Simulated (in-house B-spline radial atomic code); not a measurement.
Radial electron density of Si³⁺, [Ne] 3s1. Method: non-relativistic wB97X, spin-polarised, spherical fractional occupations, point nucleus. Calculated with a B-spline radial code for spherical atoms.

Columns: r (bohr), 4πr²n(r) (electrons per bohr), bar.

```
 0.00418   0.3454 #
   0.005    0.483 #
 0.00599   0.6742 ##
 0.00716   0.9323 ###
 0.00857    1.284 ####
  0.0102    1.738 #####
  0.0123    2.382 #######
  0.0147    3.182 #########
  0.0175     4.17 ############
   0.021    5.446 ###############
  0.0251     6.94 ###################
    0.03    8.651 ########################
  0.0359    10.52 #############################
  0.0429    12.38 ##################################
  0.0514    14.06 #######################################
  0.0614    15.28 ###########################################
  0.0735     15.8 ############################################
  0.0879    15.46 ###########################################
   0.105     14.3 ########################################
   0.126    12.54 ###################################
    0.15    10.86 ##############################
    0.18    9.757 ###########################
   0.215    9.785 ###########################
   0.257    10.93 ##############################
   0.308    12.68 ###################################
   0.368    14.03 #######################################
   0.441    14.11 #######################################
   0.527    12.55 ###################################
    0.63    9.696 ###########################
   0.754    6.427 ##################
   0.902    3.674 ##########
    1.08    1.908 #####
    1.29    1.105 ###
    1.54   0.8284 ##
    1.85   0.6655 ##
    2.21   0.4586 #
    2.64   0.2374 #
    3.16  0.08689 
    3.78  0.02249 
    4.52 0.003757 
    5.41 0.0003646 
    6.47 1.914e-05
```

On this grid the curve has 2 maxima, near 0.0735, 0.441 bohr.

The 2p down radial function P(r) = rR(r), positive near the nucleus:

```
r (bohr)         P
 0.00418  0.001471
 0.00599  0.002983
 0.00857  0.005998
  0.0123   0.01204
  0.0175   0.02351
  0.0251   0.04591
  0.0359   0.08727
  0.0514    0.1613
  0.0735    0.2853
   0.105    0.4761
    0.15    0.7363
   0.215     1.032
   0.308     1.264
   0.441     1.299
    0.63     1.068
   0.902    0.6588
    1.29    0.2709
    1.85   0.06327
    2.64  0.006439
```
